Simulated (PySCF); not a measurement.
## Correlation energy of V¹¹⁺ (vanadium, charge +11)

[Ne] 3s2, closed-shell 1S. All numbers are calculated (PySCF 2.14, scalar relativity by spin-free X2C-1e, in an even-tempered Gaussian basis (19 s from 0.69 bohr⁻², ratio 2.5; 11 p from 0.9 bohr⁻², ratio 2.5; 5 d from 3.8 bohr⁻², ratio 2.7; 4 f from 5.8 bohr⁻², ratio 2.7)). Frozen: 1s2; 10 electrons correlated; the 20 highest virtual orbitals of each spin left out.

```json
{"level": "CCSD", "correlation energy (mhartree)": "-405.00"}
{"level": "(T)", "correlation energy (mhartree)": "-2.35"}
{"level": "CCSD(T)", "correlation energy (mhartree)": "-407.35"}
```

Diagnostics: T1 = 0.0014, D1 = 0.0042, largest double amplitude 0.092.

Problem. Is a single reference adequate?

Solution. Mostly. T1 lies below 0.03, but a double amplitude of this size points to a near-degeneracy that CCSD handles and MP2 describes poorly.
